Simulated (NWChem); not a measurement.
**Correlation energy of FNa**

```
Na
F 1 1.8883
```
Charge 0, spin multiplicity 1.

Program: NWChem. All single points use one geometry, from PBE0/def2-SVP, a minimum by its harmonic frequencies.

Basis set: cc-pVTZ. Each correlation energy counts from its own Hartree-Fock reference.

```csv
method,correlation energy (mHa),difference from CCSD(T)
MP2,-288.9,+5.3
SCS-MP2,-280.8,+13.5
CCSD+T(CCSD),-295.1,-0.9
CR-CCSD[T],-293.9,+0.3
CCSD(T),-294.3,0.0
CR-CCSD(T),-293.2,+1.0
CCSD,-286.5,+7.8
```

The values span 14.4 mHa, from CCSD+T(CCSD) (lowest) to SCS-MP2 (highest). 

The correlated methods keep 2 core orbitals frozen. The structure started from a generated list of species. No row is a measurement; the coupled-cluster row has its own basis-set and correlation limits.
